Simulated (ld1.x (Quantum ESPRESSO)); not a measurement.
## Kr (Z = 36), TM semilocal: configuration errors across variants

ld1.x (Quantum ESPRESSO) 7.5 input, shortened:

```
&input
   title='Kr', zed=36., rel=1, dft='PW91', iswitch=3,
   config='[Ar] 3d10 4s2 4p6'
 /
 &inputp
   pseudotype=1, tm=.true., lloc=1,
   nlcc=.true., new_core_ps=.true., rcore=1.10
 /
2
4S  1  0   2.00   0.00  1.40  1.40  0.0
4P  2  1   6.00   0.00  1.65  1.65  0.0
 &test
   configts(1)='4s2 4p6'
 /
```

All-electron excitation energies from the reference (eV): (1) 4s2 4p5 14.346; (2) 4s2 4p4 39.589; (3) 4s2 4p3 76.747; (4) 4s2 4p2 126.664; (5) 4s2 4p5.5 5.883; (6) 4s1 4p6 28.875.

In the semilocal form every listed channel keeps its own potential, so the choice of the local channel does not act on these tests. It acts once the file is put into the separable form.

A semilocal file is local in each channel, so a ghost entry of none says nothing of the separable form that plane-wave codes build from it.

3 further variants failed, have other tests or another functional or relativity, and are left out.

Errors AE − PS in meV (a dash: test not solved or not reliable):

| change | (1) | (2) | (3) | (4) | (5) | (6) | bound ghosts |
| --- | --- | --- | --- | --- | --- | --- | --- |
| base | -1.0 | +0.5 | +2.6 | -3.3 | -0.8 | -4.3 | none |
| local potential the s channel | -1.0 | +0.5 | +2.7 | -3.2 | -0.8 | -4.3 | none |
| core correction Bessel-smoothed model core inside 0.60 bohr | -1.0 | +0.4 | +2.1 | -5.1 | -0.8 | -4.5 | none |

(1) Give the same row for: wave 4p (bound): rc 1.65 bohr becomes 4p (bound): rc 1.28 bohr.

Results:

(1) 0.0, +4.1, +9.4, +2.9, -0.5, 0.0; bound ghosts: none.
